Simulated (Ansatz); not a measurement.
Ansatz (an electronic-structure program) input (HF/def2-TZVP):

Ansatz 0.2 input:
```yaml
crystal:
  periodic: [false, false, false]
  atoms:
    - {symbol: Os, position_ang: [0.07187706, -0.04944983, 0.07858670]}
    - {symbol: O, position_ang: [0.86079507, 0.45322953, -1.33546470]}
    - {symbol: O, position_ang: [-1.54362716, 0.01654383, 0.58889100]}
basis:
  gaussian:
    orbitals: def2-TZVP
hamiltonian:
  xc: {name: HF}
magnetization: {spin_polarized: true, initial_magnetization: 2}
relax: {f_tol: 0.003, max_steps: 100}
```

Output:

```
Functional definition: HF
integrals: 0.03 GiB planned
892 factors; their error is unknown
mean field: 0.23 GiB planned
mean field evaluation 1: about -6511.2603 eV, gradient 4.4e1 eV
mean field evaluation 2: about -6501.7872 eV, gradient 7.1e1 eV
mean field evaluation 4: about -6518.5156 eV, gradient 1.6e0 eV
mean field evaluation 8: about -6518.8302 eV, gradient 5.7e-1 eV
mean field evaluation 16: about -6518.8804 eV, gradient 1.4e-1 eV
mean field evaluation 32: about -6518.9973 eV, gradient 5.0e-4 eV
mean field evaluation 64: about -6519.1645 eV, gradient 3.9e-2 eV
mean field evaluation 96: about -6470.4453 eV, gradient 3.6e2 eV
mean field evaluation 128: about -6519.1187 eV, gradient 1.7e-5 eV
mean field evaluation 160: about -6516.2248 eV, gradient 5.4e-1 eV
mean field evaluation 192: about -6518.9882 eV, gradient 6.1e-1 eV
mean field evaluation 224: about -6519.1187 eV, gradient 4.0e-3 eV
mean field evaluation 256: about -6519.1187 eV, gradient 6.4e-5 eV
mean field evaluation 288: about -6519.0607 eV, gradient 4.8e0 eV
mean field evaluation 320: about -6519.1198 eV, gradient 5.1e-2 eV
mean field evaluation 352: about -6517.5721 eV, gradient 6.7e0 eV
mean field evaluation 384: about -6519.0206 eV, gradient 6.5e-1 eV
mean field evaluation 416: about -6517.1079 eV, gradient 7.0e-1 eV
mean field evaluation 448: about -6518.8893 eV, gradient 1.3e0 eV
mean field evaluation 480: about -6519.0924 eV, gradient 3.0e-1 eV
mean field evaluation 512: about -6516.5073 eV, gradient 8.5e-1 eV
mean field evaluation 544: about -6516.5647 eV, gradient 2.8e0 eV
mean field evaluation 576: about -6516.1797 eV, gradient 2.4e0 eV
mean field evaluation 608: about -6515.3519 eV, gradient 1.7e0 eV
mean field evaluation 640: about -6514.0780 eV, gradient 1.1e1 eV
mean field evaluation 672: about -6518.9973 eV, gradient 4.6e-2 eV
mean field -6519.16501004 eV, -239.5748952703 hartree, gradient 2.0e-8 eV, S^2 2.680871; 13 other end points of the search recorded, 0 dependent functions left out
the calculation of the forces begins
reference -6519.16501004 eV, -239.5748952703 hartree; 17, 15 occupied and 85, 87 virtual orbitals, 892 factors
WARN: the results are in doubt because the forces break the atoms' symmetry
relax step   1: F+E_penalty+E_count = -6519.16501004 eV  Δ(F+E_penalty+E_count) = +0.000e0 eV  max|allowed force component| = 2.764e0 eV/Å  Δτ_max = 0.0000 Å  (1458 SCF iters, accepted)
these checks for a lower state are left out or cut short: starts, cluster_reference, orbital_swaps, neighbouring_geometries, increment
integrals: 0.03 GiB planned
892 factors; their error is unknown
mean field: 0.23 GiB planned
mean field evaluation 704: about -6519.1998 eV, gradient 9.7e-2 eV
mean field -6519.31762291 eV, -239.5805036898 hartree, gradient 6.7e-6 eV, S^2 2.713325; 0 other end points of the search recorded, 0 dependent functions left out
the calculation of the forces begins
reference -6519.31762291 eV, -239.5805036898 hartree; 17, 15 occupied and 85, 87 virtual orbitals, 892 factors
relax step   2: F+E_penalty+E_count = -6519.31762291 eV  Δ(F+E_penalty+E_count) = -1.526e-1 eV  max|allowed force component| = 1.193e0 eV/Å  Δτ_max = 0.0561 Å  (97 SCF iters, accepted)
these checks for a lower state are left out or cut short: starts, cluster_reference, orbital_swaps, neighbouring_geometries, increment
integrals: 0.03 GiB planned
892 factors; their error is unknown
mean field: 0.23 GiB planned
mean field evaluation 736: about -6519.3892 eV, gradient 4.7e-7 eV
mean field -6519.38917909 eV, -239.5831333310 hartree, gradient 1.3e-6 eV, S^2 2.830718; 0 other end points of the search recorded, 0 dependent functions left out
the calculation of the forces begins
reference -6519.38917909 eV, -239.5831333310 hartree; 17, 15 occupied and 85, 87 virtual orbitals, 892 factors
relax step   3: F+E_penalty+E_count = -6519.38917909 eV  Δ(F+E_penalty+E_count) = -7.156e-2 eV  max|allowed force component| = 2.684e-1 eV/Å  Δτ_max = 0.0799 Å  (170 SCF iters, accepted)
these checks for a lower state are left out or cut short: starts, cluster_reference, orbital_swaps, neighbouring_geometries, increment
integrals: 0.03 GiB planned
892 factors; their error is unknown
mean field: 0.23 GiB planned
mean field -6519.48937752 eV, -239.5868155552 hartree, gradient 8.1e-6 eV, S^2 3.165661; 0 other end points of the search recorded, 0 dependent functions left out
the calculation of the forces begins
reference -6519.48937752 eV, -239.5868155552 hartree; 17, 15 occupied and 85, 87 virtual orbitals, 892 factors
relax step   4: F+E_penalty+E_count = -6519.48937752 eV  Δ(F+E_penalty+E_count) = -1.002e-1 eV  max|allowed force component| = 2.468e0 eV/Å  Δτ_max = 0.0738 Å  (122 SCF iters, accepted)
these checks for a lower state are left out or cut short: starts, cluster_reference, orbital_swaps, neighbouring_geometries, increment
integrals: 0.03 GiB planned
892 factors; their error is unknown
mean field: 0.23 GiB planned
mean field evaluation 768: about -6519.9156 eV, gradient 1.5e-5 eV
mean field evaluation 800: about -6519.9148 eV, gradient 6.2e-1 eV
mean field -6519.91599549 eV, -239.6024934764 hartree, gradient 2.9e-10 eV, S^2 3.673288; 1 other end points of the search recorded, 0 dependent functions left out
the calculation of the forces begins
reference -6519.91599549 eV, -239.6024934764 hartree; 17, 15 occupied and 85, 87 virtual orbitals, 892 factors
relax step   5: F+E_penalty+E_count = -6519.91599549 eV  Δ(F+E_penalty+E_count) = -4.266e-1 eV  max|allowed force component| = 1.258e0 eV/Å  Δτ_max = 0.1949 Å  (595 SCF iters, accepted)
these checks for a lower state are left out or cut short: starts, cluster_reference, orbital_swaps, neighbouring_geometries, increment
integrals: 0.03 GiB planned
892 factors; their error is unknown
mean field: 0.23 GiB planned
mean field evaluation 832: about -6519.9749 eV, gradient 1.1e-10 eV
mean field -6519.97493117 eV, -239.6046593227 hartree, gradient 1.1e-10 eV, S^2 3.657707; 0 other end points of the search recorded, 0 dependent functions left out
the calculation of the forces begins
reference -6519.97493117 eV, -239.6046593227 hartree; 17, 15 occupied and 85, 87 virtual orbitals, 892 factors
relax step   6: F+E_penalty+E_count = -6519.97493117 eV  Δ(F+E_penalty+E_count) = -5.894e-2 eV  max|allowed force component| = 4.815e-1 eV/Å  Δτ_max = 0.0645 Å  (198 SCF iters, accepted)
these checks for a lower state are left out or cut short: starts, cluster_reference, orbital_swaps, neighbouring_geometries, increment
integrals: 0.03 GiB planned
892 factors; their error is unknown
mean field: 0.23 GiB planned
mean field -6519.98516938 eV, -239.6050355699 hartree, gradient 5.9e-6 eV, S^2 3.647816; 0 other end points of the search recorded, 0 dependent functions left out
the calculation of the forces begins
reference -6519.98516938 eV, -239.6050355699 hartree; 17, 15 occupied and 85, 87 virtual orbitals, 892 factors
relax step   7: F+E_penalty+E_count = -6519.98516938 eV  Δ(F+E_penalty+E_count) = -1.024e-2 eV  max|allowed force component| = 7.264e-3 eV/Å  Δτ_max = 0.0426 Å  (165 SCF iters, accepted)
these checks for a lower state are left out or cut short: starts, cluster_reference, orbital_swaps, neighbouring_geometries, increment
integrals: 0.03 GiB planned
892 factors; their error is unknown
mean field: 0.23 GiB planned
mean field -6519.98517736 eV, -239.6050358633 hartree, gradient 7.9e-6 eV, S^2 3.647260; 0 other end points of the search recorded, 0 dependent functions left out
the calculation of the forces begins
reference -6519.98517736 eV, -239.6050358633 hartree; 17, 15 occupied and 85, 87 virtual orbitals, 892 factors
relax step   8: F+E_penalty+E_count = -6519.98517736 eV  Δ(F+E_penalty+E_count) = -7.984e-6 eV  max|allowed force component| = 7.315e-4 eV/Å  Δτ_max = 0.0014 Å  (175 SCF iters, accepted)
integrals: 0.03 GiB planned
892 factors; their error is unknown
mean field: 0.23 GiB planned
mean field evaluation 864: about -6519.9852 eV, gradient 2.9e-5 eV
mean field evaluation 896: about -6428.0663 eV, gradient 3.5e2 eV
mean field evaluation 928: about -6492.1955 eV, gradient 3.4e2 eV
mean field evaluation 960: about -6517.7748 eV, gradient 7.9e-1 eV
mean field evaluation 992: about -6518.2370 eV, gradient 8.9e-3 eV
mean field evaluation 1024: about -6514.8040 eV, gradient 1.3e0 eV
mean field evaluation 1056: about -6515.0471 eV, gradient 1.3e0 eV
mean field evaluation 1088: about -6517.1161 eV, gradient 2.1e-4 eV
mean field evaluation 1120: about -6519.9852 eV, gradient 5.2e-6 eV
mean field evaluation 1152: about -6516.6251 eV, gradient 3.5e0 eV
mean field evaluation 1184: about -6519.9852 eV, gradient 5.3e-3 eV
mean field evaluation 1216: about -6519.9852 eV, gradient 1.8e-5 eV
mean field evaluation 1248: about -6519.9852 eV, gradient 1.5e-2 eV
mean field evaluation 1280: about -6519.9852 eV, gradient 2.9e-5 eV
mean field evaluation 1312: about -6519.8203 eV, gradient 4.6e-1 eV
mean field evaluation 1344: about -6517.7384 eV, gradient 1.5e1 eV
mean field evaluation 1376: about -6516.3897 eV, gradient 5.5e-1 eV
mean field evaluation 1408: about -6515.3457 eV, gradient 3.3e0 eV
mean field evaluation 1440: about -6502.5832 eV, gradient 5.6e1 eV
mean field evaluation 1472: about -6510.9701 eV, gradient 1.1e1 eV
mean field evaluation 1504: about -6516.2615 eV, gradient 4.5e0 eV
mean field evaluation 1536: about -6519.9816 eV, gradient 3.0e-2 eV
mean field evaluation 1568: about -6519.1733 eV, gradient 2.2e0 eV
mean field -6519.98517736 eV, -239.6050358633 hartree, gradient 4.0e-6 eV, S^2 3.647260; 17 other end points of the search recorded, 0 dependent functions left out
the calculation of the forces begins
reference -6519.98517736 eV, -239.6050358633 hartree; 17, 15 occupied and 85, 87 virtual orbitals, 892 factors
Total energy: -6519.98517736 eV, -239.6050358633 hartree
Atom 0 at    -0.203627     0.140091    -0.222636 Å, force    -0.000090     0.000062    -0.000098 eV/Å
Atom 1 at     1.239456     0.408530    -1.391419 Å, force    -0.000645    -0.000159     0.000607 eV/Å
Atom 2 at    -1.646784    -0.128297     0.946068 Å, force     0.000734     0.000097    -0.000509 eV/Å
Dipole moment:     0.000027    -0.000019     0.000029 e Å
```

The spin state was set by rule; other spins were not relaxed.

The determinant is spin-contaminated: <S^2> is 3.65 against 2.00 for a pure state.
